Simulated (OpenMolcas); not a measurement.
## SnSiH6 (SMILES [SiH3][SnH3]): methods side by side

The species is SnSiH6 (8 atoms), meant as a singlet with charge 0. SMILES: `[SiH3][SnH3]`. The shape is that of a PBE0-D4/def2-TZVP optimisation.

Quantity: the vertical ionisation energy (to the doublet cation), in eV. The values are calculated.

```csv
level,kind,program,value (eV),CPU time (all runs)
HF/def2-SVPD (core potential),Hartree–Fock,OpenMolcas,9.41,64 s
SVWN5/def2-SVPD (core potential),LDA,OpenMolcas,10.02,2 min
PBE/def2-SVPD (core potential),GGA,OpenMolcas,9.87,2.2 min
M06-L/def2-SVPD (core potential),meta-GGA,OpenMolcas,9.83,4.3 min
TPSS/def2-SVPD (core potential),meta-GGA,OpenMolcas,9.95,2.6 min
B3LYP/def2-SVPD (core potential),global hybrid,OpenMolcas,10.05,3.3 min
BHLYP/def2-SVPD (core potential),global hybrid,OpenMolcas,10.06,3.2 min
M06-2X/def2-SVPD (core potential),hybrid meta-GGA,OpenMolcas,10.03,4.5 min
```

Spin-orbit coupling, which can split open shells on such heavy atoms by tenths of an eV, is left out. The values span 9.41 to 10.06 eV. CPU times are rough (shared hosts, several kinds of processor and program).
